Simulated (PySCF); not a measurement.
Isomers of C7H10O3, one GFN2-xTB conformer each. Single-point energies are computed at PBE0/pcSseg-1 (PySCF, gas phase, no added dispersion term), electronic only.

Problem. Rank them by PBE0/pcSseg-1 energy, lowest first (kJ/mol).
A. `[CH3:1][C:2](=[O:3])[O:4][C:5](=[O:6])[CH2:7][CH:8]1[CH2:9][CH2:10]1` with C1–C2–O4–C5 165°, C2–O4–C5–O6 -18°, O4–C5–C7–C8 -76°, C5–C7–C8–C9 -77°
B. `[CH3:1][O:2][C:3]1=[CH:4][C@@H:5]([O:6][CH3:7])[CH:8]=[CH:9][O:10]1` with C1–O2–C3–C4 174°, C4–C5–O6–C7 -71°
C. `[CH:1]#[C:2][CH2:3][CH2:4][CH2:5][O:6][C:7](=[O:8])[O:9][CH3:10]` with C2–C3–C4–C5 66°, C3–C4–C5–O6 -174°, C4–C5–O6–C7 -79°, C5–O6–C7–O8 -1°, O6–C7–O9–C10 180°
D. `[CH2:1]=[CH:2][CH2:3][O:4][C:5](=[O:6])[O:7][CH2:8][CH:9]=[CH2:10]` with C1–C2–C3–O4 134°, C2–C3–O4–C5 162°, C3–O4–C5–O6 0°, O4–C5–O7–C8 -177°, C5–O7–C8–C9 84° (diallyl carbonate)

Solution. A (0.0), D (95.7), C (137.2), B (183.0).

As drawn, the lowest has a three-membered ring, a C=O bond and a C(=O)–O unit, which the highest lacks; the highest has a C=C bond outside aromatic rings, which the lowest lacks. GFN2-xTB itself gives, in the same order: 0.0, 83.0, 80.6, 79.2. Both levels put the same isomer lowest; measured from each level's own lowest isomer, the values differ by up to 103.8 kJ/mol (COC1=C[C@@H](OC)C=CO1: 79.2 against 183.0).

Problem. Which frontier levels, dipoles and rotational constants go with these structures?

Solution. 
```
               SMILES  HOMO (eV, PBE0/pcSseg-1)  LUMO (eV)  dipole (D)       A, B, C (MHz)
   CC(=O)OC(=O)CC1CC1                     -7.65      -0.74        4.21  2719, 705.1, 668.6
      C=CCOC(=O)OCC=C                     -7.85      -0.08        0.25  4347, 514.8, 496.8
       C#CCCCOC(=O)OC                     -7.89       0.97        0.59  4793, 502.1, 474.0
COC1=C[C@@H](OC)C=CO1                     -6.24       0.31        1.48  2616, 882.6, 700.6
```
